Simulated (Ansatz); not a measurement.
CH4F2Ge (`[CH3][GeH]([F])[F]`). Total charge 0; spin multiplicity 1. The geometry is a stationary point of PBE0-D4/def2-TZVP.

```xyz
8

C     0.258   -0.573    0.853
Ge   -0.218    0.367   -0.755
F     1.021    1.526   -1.099
F    -1.622    1.326   -0.435
H    -0.540   -1.261    1.134
H     1.180   -1.135    0.699
H     0.407    0.151    1.654
H    -0.485   -0.402   -2.052
```

Q: What is the dipole moment at ωB97M-V/def2-TZVPP? (Best estimate.)

A: The calculation gave: 3.17 D, with components (0.43, -3.03, 0.81) D in this frame, pointing from negative to positive charge.

Q: And with PBE, r2SCAN, B3LYP? (An estimate is asked.)

A: Computed: PBE 3.03 D, r2SCAN 3.12 D, B3LYP 3.18 D.

Q: Give the Mulliken charges with ωB97M-V, B3LYP, PBE in def2-TZVPP. (Estimate.)

A: Ansatz gave: 
```json
{"atom": "C1", "ωB97M-V": "-0.46", "B3LYP": "-0.40", "PBE": "-0.39"}
{"atom": "Ge2", "ωB97M-V": "0.79", "B3LYP": "0.82", "PBE": "0.73"}
{"atom": "F3", "ωB97M-V": "-0.38", "B3LYP": "-0.38", "PBE": "-0.34"}
{"atom": "F4", "ωB97M-V": "-0.38", "B3LYP": "-0.38", "PBE": "-0.34"}
{"atom": "H5", "ωB97M-V": "0.14", "B3LYP": "0.12", "PBE": "0.12"}
{"atom": "H6", "ωB97M-V": "0.14", "B3LYP": "0.12", "PBE": "0.12"}
{"atom": "H7", "ωB97M-V": "0.15", "B3LYP": "0.13", "PBE": "0.13"}
{"atom": "H8", "ωB97M-V": "0.00", "B3LYP": "-0.03", "PBE": "-0.03"}
```

B3LYP here is the variant with VWN-RPA as its local correlation; programs differ in this.
